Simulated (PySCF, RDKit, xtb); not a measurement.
Pair of molecules: SiH4 (SMILES [SiH4]) (first 5 atoms) with C2H4 (SMILES C=C); geometry from B3LYP-D3(BJ)/def2-TZVP, rigid monomers moved along the line of their centres of mass till Si1···C7 is 3.32 Å.
(charge 0, multiplicity 1):
```xyz
11

Si    -0.123    -0.186    -0.105
H     -1.163     0.767     0.342
H     -0.184    -0.314    -1.582
H     -0.360    -1.511     0.507
H      1.215     0.314     0.280
C      0.308    -0.500     3.174
C     -0.150     0.740     3.084
H      1.346    -0.738     2.974
H     -0.335    -1.327     3.447
H     -1.188     0.979     3.280
H      0.493     1.566     2.807
```

Monomers are frozen at their geometry in the pair; levels with a basis set take the counterpoise correction. Rows marked so take none.

Rows in 3-21G, STO-3G carry no dispersion term and start afresh at each structure.

The values were computed with PySCF for 3-21G rows, STO-3G rows; RDKit for the force fields; xtb for the GFN methods. Each number belongs to the level named beside it.

Question: One of these levels gives 10.3 kJ/mol for the interaction energy. Name it.
A) HF/STO-3G (no counterpoise)
B) HF/3-21G (no counterpoise)
C) GFN2-xTB
D) MMFF94

Answer: A, HF/STO-3G (no counterpoise). The others give 22.8 (MMFF94), -0.8 (GFN2-xTB), 4.3 (HF/3-21G (no counterpoise))
